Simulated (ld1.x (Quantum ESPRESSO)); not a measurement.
**Before and after: TM potential for lanthanum (La)**

lanthanum, norm-conserving Troullier–Martins (Kleinman–Bylander form), made with ld1.x (Quantum ESPRESSO) 7.5 (PBEsol, scalar-relativistic). Core [Xe], reference 4f0 5d1 6s0 6p0 (charge +2). Waves: 6p (bound, empty): rc 3.50 bohr; 5d (bound): rc 3.30 bohr; 4f (bound, empty): rc 1.40 bohr; 6s (bound, empty): rc 3.70 bohr. Local part: the s channel. Core correction: Bessel-smoothed model core inside 1.35 bohr.

All-electron outer shells of the reference configuration (PBEsol, scalar-relativistic, ld1.x):

```tsv
shell	level (eV)	outermost node (bohr)	outermost maximum (bohr)
5s	-51.55	0.77	1.41
5p	-34.92	0.83	1.58
4f	-17.01	–	0.75
5d	-14.66	0.95	2.13
6s	-13.39	1.83	3.43
6p	-9.78	2.13	4.13
```

Change: wave 6p (bound): rc 3.50 bohr becomes 6p (bound): rc 2.62 bohr.

Cutoffs: the cutoffs (Ry, on a coarse ladder) from which the occupation-weighted sum of valence levels, in a spherical-Bessel basis at the reference potential, stays within 10 and 1 mRy of its value at 400 Ry; they do not see the model core or the augmentation charge, which bear on the density cutoff. Errors are all-electron minus pseudo energies relative to the spin-unpolarised reference configuration.

Task: What does the change do?

Result: The potential gets neither clearly harder nor softer (10 Ry and 15 Ry → 10 Ry and 15 Ry); a bound ghost appears in p, which as a rule spoils a file; of the 6 tests that both files solve, the error grows in 1 and shrinks in 0 by more than 15 % and 0.3 meV (median size 29.3 → 82.9 meV).

| quantity | base | changed |
| --- | --- | --- |
| cutoff, loose | 10 Ry | 10 Ry |
| cutoff, tight | 15 Ry | 15 Ry |
| bound ghosts | none | p |
| tests counted (converged, no solver errors) | 6 of 7 | 6 of 7 |
| error for 4f0 5d1 6s2 6p0, meV [ΔE -16.85 eV] | -32 | -32 |
| error for 4f0 5d1 6s1 6p0, meV [ΔE -10.85 eV] | -17 | -17 |
| error for 4f0 5d1 6s1.5 6p0, meV [ΔE -14.43 eV] | -27 | -27 |
| error for 4f1 5d0 6s1 6p0, meV [ΔE -10.62 eV] | -1163 | -1163 |
| error for 4f0 5d2 6s1 6p0, meV [ΔE -16.04 eV] | -134 | -134 |
| error for 4f0 5d1 6s1 6p1, meV [ΔE -14.44 eV] | -3.3 | -7138 |
| s: phases at 4.01 bohr within 0.05 rad from the reference energy up to (Ry; the scan ends near 5) | 0.4 | 0.4 |
| p: phases at 4.01 bohr within 0.05 rad from the reference energy up to (Ry; the scan ends near 5) | 0.4 | 1.3 |
| d: phases at 4.01 bohr within 0.05 rad from the reference energy up to (Ry; the scan ends near 5) | -0.2 | -0.2 |
| f: phases at 4.01 bohr within 0.05 rad from the reference energy up to (Ry; the scan ends near 5) | -0.7 | -0.7 |

Base: The cutoffs count occupied waves only; the empty 4f level needs 160 Ry at the loose tolerance. Tests not counted: 4f1 5d1 6s0 6p0 (solver errors, printed error -21.4 eV). These tests converged, but a pseudo level misses the all-electron one widely, so the file describes the atom poorly there or has found another state: 4f1 5d0 6s1 6p0: 4f by 2.3 eV. Changed file: The cutoffs count occupied waves only; the empty 4f level needs 160 Ry at the loose tolerance. Tests not counted: 4f1 5d1 6s0 6p0 (solver errors, printed error -21.4 eV). These tests converged, but a pseudo level misses the all-electron one widely, so the file describes the atom poorly there or has found another state: 4f1 5d0 6s1 6p0: 4f by 2.3 eV; 4f0 5d1 6s1 6p1: 5d by 4.4 eV. A true bound ghost makes a file unfit for plane-wave use even where its test errors are small: the radial tests pick states by their node count and pass the ghost by. Where a test does run into it, the solver fails or the error is huge.
